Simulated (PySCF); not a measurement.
Bonds broken one at a time in the series Ga NH2-H. All species are isolated molecules in the gas phase. One relaxed conformer stands for each flexible species; it need not be the lowest. Strings in code marks are SMILES.

Calculation: r2SCAN-D4/def2-TZVP (PySCF). All candidates: neutral, multiplicity 1. 

LUMO: -2.30 eV
HOMO–LUMO gap: 5.38 eV
HOMO: -7.68 eV

Question: Say which member has these values.
A. `[NH2][GaH][NH2]`
B. `[GaH3]`
C. `[NH2][Ga]([NH2])[NH2]`
D. `[NH2][GaH2]`

Answer: B, `[GaH3]`. The others give `[NH2][GaH2]`: -1.18 eV, 5.15 eV, -6.33 eV; `[NH2][Ga]([NH2])[NH2]`: -0.18 eV, 5.47 eV, -5.66 eV; `[NH2][GaH][NH2]`: -0.14 eV, 5.47 eV, -5.60 eV
